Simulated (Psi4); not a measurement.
Torsional profile of SMILES CC(C)/C=C\[Si](Cl)(Cl)Cl, singlet. Scanned: dihedral C1–C2–C4–C5; all other coordinates were relaxed at GFN2-xTB.

Geometry of the scan point at 180° (Å):
```
18

C     -1.4246     1.3293    -0.4373
C     -0.6612     0.0110    -0.3116
C     -1.5748    -1.1359    -0.7605
C     -0.2100    -0.1908     1.1051
C      0.4793    -1.2137     1.6081
Si     1.3230    -2.6515     0.7367
Cl     2.9511    -3.1407     1.8455
Cl     0.1239    -4.2874     0.6385
Cl     1.9585    -2.2063    -1.1333
H     -1.7257     1.4969    -1.4684
H     -0.8054     2.1674    -0.1240
H     -2.3192     1.3079     0.1812
H      0.2142     0.0324    -0.9686
H     -1.9361    -0.9450    -1.7680
H     -1.0518    -2.0859    -0.7598
H     -2.4316    -1.2136    -0.0948
H     -0.5612     0.5675     1.7961
H      0.6631    -1.1919     2.6765
```

Method: PBE-D3(BJ)/def2-SVP // GFN2-xTB run with Psi4.

Scanned values (°): -150, -120, -90, -60, -30, 0, 30, 60, 90, 120, 150, 180.

Question: Describe the profile: where are the wells and the tops?

Answer: Lower than their neighbours: -120° (0.0 mEh), 30° (4.8 mEh), 90° (4.8 mEh). Higher than their neighbours: -30° (6.2 mEh), 60° (7.2 mEh), 150° (6.2 mEh). The whole profile spans 7.2 mEh.
